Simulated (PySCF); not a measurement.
SMILES COc1ccccc1 (GFN2-xTB optimised geometry):

```
16

C     -2.371    -1.787     0.000
O     -0.966    -1.717     0.000
C     -0.375    -0.488     0.000
C     -1.055     0.724     0.000
C     -0.343     1.913     0.000
C      1.039     1.911     0.000
C      1.718     0.702     0.000
C      1.021    -0.488     0.000
H     -2.613    -2.849     0.000
H     -2.798    -1.320    -0.894
H     -2.798    -1.320     0.893
H     -2.133     0.758     0.000
H     -0.882     2.849     0.000
H      1.585     2.842     0.000
H      2.798     0.687     0.000
H      1.532    -1.438     0.000
```

Level of theory: PySCF 2.14.0 with B3LYP/def2-TZVP.

What are the frontier orbital energies and the dipole moment?

HOMO-2 -8.91 eV, HOMO-1 -7.07 eV, HOMO -6.20 eV, LUMO -0.34 eV, LUMO+1 0.06 eV; dipole moment 1.26 D.

On the same geometry PBE/def2-TZVP in PySCF gives HOMO-2 -7.71 eV, HOMO-1 -6.27 eV, HOMO -5.36 eV, LUMO -1.04 eV, LUMO+1 -0.65 eV; dipole moment 1.27 D.

Meta-Löwdin charges at B3LYP/def2-TZVP: C1 -0.11, O2 -0.34, C3 0.21, C4 -0.19, C5 -0.11, C6 -0.14, C7 -0.11, C8 -0.15, H9 0.13, H10 0.10, H11 0.10, H12 0.12, H13 0.12, H14 0.12, H15 0.12, H16 0.12.
